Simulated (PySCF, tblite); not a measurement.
Isomers of C6H13P. Computed with GFN2-xTB (tblite): harmonic, unscaled wavenumbers at the GFN2-xTB geometry, gas phase. The method is semi-empirical: single wavenumbers can be off by several per cent or more. Modes of hydrogen on phosphorus can be 10 to 20 % off. One conformer each.

Electronic energies: PBE0/pcSseg-1 single points on the GFN2-xTB geometries (PySCF, gas phase).

| SMILES | electronic energy, lowest = 0 (kJ/mol) |
| --- | --- |
| CC(C)C1CPC1 | 67.1 |
| CCP1CCCC1 | 0.0 |
| [H]/P=C(\CC)C(C)C | 98.0 |
| CC(C)PC1CC1 | 106.3 |
| C/C=P\CC(C)C | 94.9 |

Problem. How do GFN2-xTB zero-point energies change the relative energies?

Solution. 
```csv
SMILES,ZPE (kJ/mol),of it from modes above 1550 cm⁻¹,electronic (kJ/mol),"with ZPE, lowest = 0 (kJ/mol)",lowest mode (cm⁻¹),rings
CCP1CCCC1,463.6,231.6,0.0,0.0,88,1
CC(C)C1CPC1,458.4,228.5,67.1,61.9,86,1
C/C=P\CC(C)C,457.1,233.1,94.9,88.4,37,0
[H]/P=C(\CC)C(C)C,456.3,229.3,98.0,90.7,62,0
CC(C)PC1CC1,453.2,230.4,106.3,95.9,59,1
```

The zero-point energies span 10.4 kJ/mol, from `CC(C)PC1CC1` to `CCP1CCCC1`. The order is unchanged.

Problem. And how do the electronic energies of GFN2-xTB itself compare?

Solution. `CCP1CCCC1` 0.0; `CC(C)C1CPC1` 39.8; `C/C=P\CC(C)C` 107.7; `[H]/P=C(\CC)C(C)C` 90.5; `CC(C)PC1CC1` 97.0 kJ/mol, lowest = 0. Against the energies above, taken from the same isomer `CCP1CCCC1`, the largest difference is 27.3 kJ/mol.

Problem. What do entropy and thermal enthalpy add at 298.15 K and 1 bar (rigid rotor, harmonic oscillator, one conformer each)?

Solution. 
| SMILES | point group | symmetry number | S (J/(mol K)) | H − H(0) (kJ/mol) | ZPE + H − H(0) − TS (kJ/mol) |
| --- | --- | --- | --- | --- | --- |
| CCP1CCCC1 | C1 | 1 | 372.0 | 24.52 | 377.2 |
| CC(C)C1CPC1 | Cs | 1 | 373.7 | 24.82 | 371.8 |
| C/C=P\CC(C)C | C1 | 1 | 411.3 | 28.78 | 363.3 |
| [H]/P=C(\CC)C(C)C | C1 | 1 | 394.8 | 27.60 | 366.2 |
| CC(C)PC1CC1 | C1 | 1 | 394.8 | 27.06 | 362.5 |
